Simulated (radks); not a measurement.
Results of a calculation; reference values are marked as such.
Excited configurations of Ar3+: one electron is placed in a higher orbital outside [Ne] 3s2 3p2. The ground configuration is [Ne] 3s2 3p3. Level of theory: Dirac Kohn-Sham, BLYP, spin-unpolarised, spherical densities, point nucleus; open shells are shared between the two j in proportion to 2j + 1 (a radial shooting solver on a logarithmic mesh with Libxc functionals). Excitation = E - E(ground); binding = E(ion) - E, where the ion is the core of charge +4; n* = 4/sqrt(2 binding) in atomic units, and the quantum defect is n - n*. Eigenvalue and <r> are those of j = l + 1/2.

outer orbital  excitation (eV)  binding (eV)     n*  quantum defect  eigenvalue (eV)  <r> (bohr)
3d                      22.138        35.373  2.481           0.519          -28.677       1.661
4p                      33.837        23.675  3.032           0.968          -20.502       3.314
4f                      43.330        14.182  3.918           0.082          -11.706       4.160
5s                      42.086        15.426  3.757           1.243          -13.655       5.430
5d                      46.520        10.992  4.450           0.550           -9.569       6.866
6d                      49.977         7.534  5.375           0.625           -6.639       10.40
6f                      50.797         6.715  5.694           0.306           -5.868       10.96
7s                      50.676         6.836  5.643           1.357           -6.116       12.26
7p                      51.197         6.315  5.871           1.129           -5.635       13.06
7d                      52.013         5.499  6.292           0.708           -4.886       14.60
7f                      52.511         5.000  6.598           0.402           -4.418       15.35

The Delta-SCF ionisation energy is 57.512 eV (NIST Atomic Spectra Database: 59.6 eV, semi-empirical). Self-interaction in the functional shifts the binding energies and quantum defects, so they are the method's values and not measured ones. Spin polarisation and multiplet splitting are left out, so open shells lie too high by an amount that depends on their filling.

Beside tabulated values, note that spin-unpolarised runs miss the spin-polarisation part of the exchange energy of open shells.
